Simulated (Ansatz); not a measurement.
`COC=S` and `[CH3][GeH2][O]C=S` differ in one atom or group.

Ansatz, PBE0-D4/def2-TZVP geometries, multiplicity 1. Each molecule was computed in one conformer, which needn't be the lowest.

Scalar relativity is left out up to krypton.

| property | `COC=S` |
| --- | --- |
| HOMO energy (PBE/def2-TZVPP) / eV | -5.38 |
| size of the dipole moment (ωB97M-V/def2-TZVPP) / D | 4.08 |
| HOMO energy (B3LYP/def2-TZVPP) / eV | -6.36 |
| LUMO energy (PBE/def2-TZVPP) / eV | -2.48 |
| HOMO energy (ωB97M-V/def2-TZVPP) / eV | -8.81 |
| LUMO energy (B3LYP/def2-TZVPP) / eV | -1.79 |

(1) Give the same properties after the change, and the shifts. (Estimate.)

Results:

(1) The calculation gave: 
```tsv
property	`[CH3][GeH2][O]C=S`	shift
HOMO energy (PBE/def2-TZVPP) / eV	-5.11	0.27
size of the dipole moment (ωB97M-V/def2-TZVPP) / D	5.30	1.22
HOMO energy (B3LYP/def2-TZVPP) / eV	-6.06	0.30
LUMO energy (PBE/def2-TZVPP) / eV	-2.15	0.33
HOMO energy (ωB97M-V/def2-TZVPP) / eV	-8.49	0.32
LUMO energy (B3LYP/def2-TZVPP) / eV	-1.42	0.37
```

With PBE0 the HOMO rises by 0.31 eV and the LUMO rises by 0.36 eV, so the gap widens by about 0.05 eV. PBE moves the HOMO by 0.27 eV and ωB97M-V by 0.32 eV. Dipoles are sizes alone; their direction can turn.

B3LYP here is the variant with VWN-RPA as its local correlation; programs differ in this.
